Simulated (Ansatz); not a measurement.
Complex (SMILES): Cl (HCl) with Cl (HCl), atoms 1 to 2 the first; geometry from B3LYP-D3(BJ)/def2-TZVP, monomers rigid:
```xyz
4

Cl     0.8867    -0.0511     0.1397
H     -0.2309     0.0366     0.7652
Cl    -0.6491    -3.0596    -1.4835
H      0.0587    -2.0731    -1.0529
```

Basis-set convergence of the counterpoise-corrected interaction energy at wB97M-V with Ansatz (a first-principles code). Cartesian d functions, on some or all atoms, in 6-31G**, 6-311G**, 6-311+G**; all else is spherical. The program fits the integrals of some runs and decomposes those of others, by size. The functional holds VV10 correlation; no added dispersion term, no relativity. Functions are those of the species that has most. Reference: the value in aug-cc-pV(5+d)Z, -1.87 kcal/mol.

```csv
basis,functions,counterpoise-corrected interaction energy (kcal/mol)
STO-3G,20,-1.86
3-21G,30,(withheld)
def2-SVP,46,-2.34
pcseg-1,46,-1.88
6-31G**,48,(withheld)
6-311G**,66,(withheld)
def2-SVPD,70,-1.99
aug-pcseg-1,72,-2.00
6-311+G**,74,(withheld)
aug-cc-pV(D+d)Z,82,-1.92
jun-cc-pV(T+d)Z,124,-1.86
"6-311++G(3df,3pd)",130,-1.86
def2-TZVPPD,136,-1.85
aug-cc-pV(T+d)Z,156,-1.86
def2-QZVPP,200,-1.86
aug-cc-pV(Q+d)Z,270,-1.86
pcseg-4,332,-1.86
aug-cc-pV(5+d)Z,432,-1.87
```

**Question.** Fill in the missing entries.

**Answer.** 
- 3-21G, counterpoise-corrected interaction energy (kcal/mol): -2.17
- 6-31G**, counterpoise-corrected interaction energy (kcal/mol): -2.12
- 6-311G**, counterpoise-corrected interaction energy (kcal/mol): -1.64
- 6-311+G**, counterpoise-corrected interaction energy (kcal/mol): -1.76
